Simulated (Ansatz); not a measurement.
Job for Ansatz (a first-principles code): R-BLYP/def2-TZVPP on CH6AlN (SMILES C[NH][AlH2]), a point of a torsion scan.

Ansatz 0.2 input:
```yaml
crystal:
  periodic: [false, false, false]
  atoms:
    - {symbol: C, position_ang: [-1.29852115, 0.26506035, 0.22068514]}
    - {symbol: N, position_ang: [-0.06334722, -0.49332074, 0.02460924]}
    - {symbol: Al, position_ang: [1.64702639, -0.01933069, -0.15133678]}
    - {symbol: H, position_ang: [-2.00296256, 0.10166310, -0.60091619]}
    - {symbol: H, position_ang: [-1.05445519, 1.32602632, 0.25794312]}
    - {symbol: H, position_ang: [-1.79131911, -0.00865395, 1.15880228]}
    - {symbol: H, position_ang: [-0.27967840, -1.48846609, -0.01195437]}
    - {symbol: H, position_ang: [2.71416776, -1.11276464, -0.34825073]}
    - {symbol: H, position_ang: [2.12307299, 1.44827111, -0.11635896]}
basis:
  gaussian:
    orbitals: def2-TZVPP
hamiltonian:
  xc: {name: BLYP}
scf: {lower_state_search: off}
```

Output:

```
WARN ansatz: RAYON_NUM_THREADS=1 ignored (pool sized by the plan → 1); use --threads N
Functional definition: BLYP
these checks for a lower state are left out or cut short: stability, starts, cluster_reference, orbital_swaps, neighbouring_geometries, increment
integrals: 0.08 GiB planned
958 factors; their error is unknown
mean field: 0.67 GiB planned
mean field evaluation 1: about -9208.0024 eV, gradient 8.1e1 eV
mean field evaluation 2: about -9135.5019 eV, gradient 1.6e2 eV
mean field evaluation 4: about -9221.6107 eV, gradient 1.7e1 eV
mean field evaluation 8: about -9222.1900 eV, gradient 4.2e-1 eV
mean field evaluation 16: about -9222.1902 eV, gradient 1.9e-5 eV
mean field -9222.19023306 eV, -338.9092400400 hartree, gradient 2.4e-6 eV, S^2 0.000000; 0 other end points of the search recorded, 0 dependent functions left out
reference -9222.19061611 eV, -338.9092541168 hartree; 16, 16 occupied and 172, 172 virtual orbitals, 958 factors
Total energy: -9222.19061611 eV, -338.9092541168 hartree
Checks for a lower state left out: stability, starts, cluster_reference, orbital_swaps, neighbouring_geometries, increment
```

Self-consistency was reached.

Cost: around 1.1 core-seconds (rough).
